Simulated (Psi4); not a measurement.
Dimer: HCl (SMILES Cl) (first 2 atoms) with Br2 (SMILES BrBr); geometry from B3LYP-D3(BJ)/def2-TZVP.
(charge 0, multiplicity 1):
```xyz
4

Cl    -0.0871    -0.2578     0.0788
H      0.9588     0.4857     0.0741
Br     0.0022     0.1432     5.6232
Br    -0.1102    -0.0775     3.3095
```

These are SAPT0/aug-cc-pVDZ in Psi4 1.11 values and carry that method's errors.

### Question
Which attractive term is largest, and how does the interaction split up?

### Answer
electrostatics -14.9, exchange 24.8, induction -6.5, dispersion -11.2, total -7.8 kJ/mol; the largest attraction is electrostatics.
